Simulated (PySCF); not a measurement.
F5Sb, charge +1, doublet, at a GFN2-xTB geometry (a state made from the parent by changing its charge; the spin is typed, not shown lowest) (all electrons, no relativity). Base run: PBE0/STO-3G in PySCF.

PySCF was given this input:
```python
from pyscf import gto, scf, dft

mol = gto.Mole()
mol.atom = '''
    Sb    0.00964327   -0.00302559   -0.01423230
    F     1.00392385   -0.64141033    1.57706820
    F    -1.57346652    0.90042129   -0.79329390
    F     0.60238923    1.82142470    0.48519056
    F     1.08525452   -0.50053220   -1.48642043
    F    -1.17274624   -1.56275844    0.29810525
'''
mol.basis = 'sto-3g'
mol.charge = 1
mol.spin = 1
mol.verbose = 4
mol.build()

mf = dft.UKS(mol)
mf.xc = 'pbe0'
mf.kernel()
mo_i, mo_e, stable_i, stable_e = mf.stability(internal=True, external=False, return_status=True, nroots=6, tol=1e-6)
print('internally stable:', stable_i, ' externally stable:', stable_e)
if not stable_i:
    umf = mf.copy()
    umf.scf_summary = {}
    umf.kernel(umf.make_rdm1(mo_i, mf.mo_occ))
```

The bond that is stretched is that between atoms 3 and 1. A test that says stable can miss a lower solution.

Variants of this job, named by their change:

```csv
change,ΔE vs base (kcal/mol),<S^2>,E after following the instability (Eh),<S^2> there,stability test says,outcome
base,0.000,0.755,-,-,internally stable (external not tested),converged
bond × 1.25,1.98,0.754,-6744.31227,0.75,internal instability,converged
bond × 1.5,10.37,0.756,-6744.29864,0.76,internal instability,converged
bond × 1.8,-,-,-,-,-,not converged
bond × 2.2,-,-,-,-,-,not converged
bond × 3.0,-,-,-,-,-,not converged
```

On stretching, the SCF can end on different states; <S^2> shows the spin contamination of each.
